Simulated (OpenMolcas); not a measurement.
# Predicting a hybrid from its neighbours: CH6B2O

CH6B2O has 10 atoms, charge 0, and is taken as a singlet. SMILES: `BB(C)O`. The coordinates come from a PBE0-D4/def2-TZVP relaxation. This is one conformer, not always the lowest.

The vertical energy of the triplet above the singlet y, in eV, basis def2-SVP; a is the functional's share of exact exchange. Programs: OpenMolcas 26.06.

| functional | program | a | y (eV) |
| --- | --- | --- | --- |
| r2SCAN | OpenMolcas | 0 | 3.13 |
| PBE | OpenMolcas | 0 | 3.14 |
| B3LYP | OpenMolcas | 0.2 | 3.52 |
| PBE0 | OpenMolcas | 0.25 | ? |
| BHLYP | OpenMolcas | 0.5 | 3.78 |

Q: Fit y = c + s·a to the known rows and predict PBE0.

A: 
1. Means of the 4 rows: a = 0.1750, y = 3.393.
2. Σ(Δa)² = 0.1675, Σ(Δa·Δy) = 0.21925, so the slope is 0.21925/0.1675 = 1.309.
3. Intercept: 3.393 − (1.309) × 0.1750 = 3.164. The largest residual of the fit is 0.094.
4. PBE0: 3.164 + (1.309) × 0.25 = 3.49 eV.

The run gave 3.38 eV, so the prediction is off by +0.11 eV, about the largest residual.
